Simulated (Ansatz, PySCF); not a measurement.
Reaction R1 + R2 → P1, each structure at its B3LYP-D3(BJ)/def2-TZVP stationary point, reached from a drawn start (curvature not checked).
P1: CF3 (SMILES F[C](F)F), charge 0, multiplicity 2.
R1: F atom, charge 0, multiplicity 2.
R2: CF2 (SMILES F[C]F), charge 0, multiplicity 1.

P less R. No zero-point or thermal terms; singlets are restricted closed shells; open shells are unrestricted; no spin–orbit coupling.

Correlated levels freeze the cores.

Run with Ansatz (a program for electronic structure); PySCF for M06-2X. Each number belongs to the level named beside it.

| level | reaction energy (kJ/mol) |
|---|---|
| HF/cc-pVDZ | -259.4 |
| B97M-V/def2-TZVPP | -361.8 |
| M06-2X/def2-TZVPP | -374.8 |
| wB97X-V/def2-TZVPP | -370.3 |
| MP2/cc-pVDZ | -360.4 |
| MP2/cc-pVQZ | -394.1 |
| SCS-MP2/cc-pVTZ | -361.1 |
| CCSD/cc-pVQZ | … |
| CCSD(T)/cc-pVDZ | … |

Q: Complete the blanks.

A: 
- CCSD/cc-pVQZ, reaction energy (kJ/mol): -353.1
- CCSD(T)/cc-pVDZ, reaction energy (kJ/mol): -323.8
